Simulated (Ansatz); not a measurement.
Gas-phase electronic energies from Ansatz, PBE0-D4/def2-TZVP geometries. CCSD(T)/CBS is the MP2 limit (def2-TZVPP, def2-QZVPP) plus CCSD(T) − MP2 in def2-TZVPP, frozen cores. This one scheme is used for every species. DFT in def2-TZVPP. HSE06 is defined as in plane-wave codes. One conformer a species, not always the lowest.

Reaction (formal exchange of groups at the Si–P bond): `N[SiH2]P` + `CCl` → `N[SiH2]CCl` + PH₃

`N[SiH2]P`:

Cartesian coordinates in Å:
```
N 0.788 0.089 1.359
Si 0.100 0.579 -0.137
P -0.166 -1.259 -1.419
H 0.291 -0.522 1.985
H 1.392 0.717 1.864
H 1.083 1.487 -0.786
H -1.193 1.317 -0.023
H -1.183 -1.782 -0.570
H -1.113 -0.627 -2.272
```

`CCl`:

Cartesian coordinates in Å:
```
C 0.044 0.097 0.100
Cl -0.496 -1.080 -1.111
H -0.002 1.092 -0.338
H 1.066 -0.142 0.385
H -0.613 0.034 0.964
```

`N[SiH2]CCl`:

```xyz
10

N    -1.198   -0.565   -1.074
Si    0.329    0.099   -0.681
C     0.694    0.227    1.167
Cl   -0.583    1.218    1.937
H    -2.040   -0.082   -0.808
H    -1.334   -1.562   -1.074
H     0.418    1.478   -1.222
H     1.370   -0.783   -1.276
H     0.692   -0.744    1.663
H     1.650    0.715    1.367
```

PH₃:

```xyz
4

P     0.247    0.039   -0.524
H     0.031    1.163    0.316
H     0.789   -0.742    0.530
H    -1.067   -0.460   -0.322
```

| level | ΔE (eV) |
| --- | --- |
| BLYP-D4 | 0.19 |
| HSE06-D4 | 0.26 |

(1) What does CCSD(T)/CBS give? (Estimate.)

(2) What do rigid-rotor, harmonic-oscillator terms from PBE0-D4/def2-TZVP frequencies (298.15 K, 1 bar) make of the CCSD(T)/CBS value? (Best estimate.)

Largest T1 diagnostic among the species: 0.013.

Answers

(1) Computed: +0.19 eV. The listed levels differ from it by 0.00, 0.07 eV.

(2) The calculation gave: ΔZPE = -0.07 eV, ΔH = +0.12 eV, ΔS = -12 J/(mol·K), ΔG = +0.16 eV.

At CCSD(T), def2-SVP lies −0.07 eV from the extrapolated value and def2-TZVPP −0.02 eV. Leaving LDA and LC-ωPBE aside and taking each functional with its dispersion term where it has one, the values, not all of them listed here, spread over 0.11 eV, from ωB97M-V to revPBE-D4. LDA lies −0.06 eV from PBE without D4.
